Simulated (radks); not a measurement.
Spherical jellium clusters: N electrons in a uniform positive sphere of charge N and radius rs N^(1/3), rs = 4.93 bohr. Calculated with a radial shooting solver with Libxc functionals: non-relativistic Kohn-Sham, LDA (Slater exchange, Perdew-Wang correlation), spin-polarised, spherical densities. Levels are named by radial order and angular momentum (1s, 1p, 1d, 2s, ...), and open shells are averaged over m.

N = 26, configuration 1s2 1p6 1d10 2s2 1f(up 6, down 0). This is the lowest configuration that the search found. Occupied and some empty levels:

level,occupation,eigenvalue (eV),<r> (bohr)
1s up,1,-4.1143,9.266
1s down,1,-3.9505,8.672
1p up,3,-3.7067,10.63
1p down,3,-3.4831,10.38
1d up,5,-3.1568,11.54
1d down,5,-2.9056,11.47
2s up,1,-2.7705,8.741
2s down,1,-2.6599,9.099
1f up,6,-2.4856,12.29
1f down,0,-2.2255,12.33
2p up,0,-1.9278,10.44
2p down,0,-1.8128,10.55
1g up,0,-1.7136,13.00
1g down,0,-1.4583,13.13
2d up,0,-1.1080,12.43
2d down,0,-0.98369,12.59

Energy (eV): total -48.2115, kinetic 31.709, external -1502.7, Hartree 747.81, exchange-correlation -80.743, background 755.69.

Electron density:

r (bohr),n(r) (e/bohr^3)
1.04,0.002781
2.77,0.002357
4.50,0.001884
6.23,0.001741
7.96,0.002015
9.70,0.002365
11.4,0.002224
13.2,0.001417
14.9,0.0005614
16.6,0.0001527
18.4,0.00003418
20.1,6.858e-06
21.8,1.301e-06
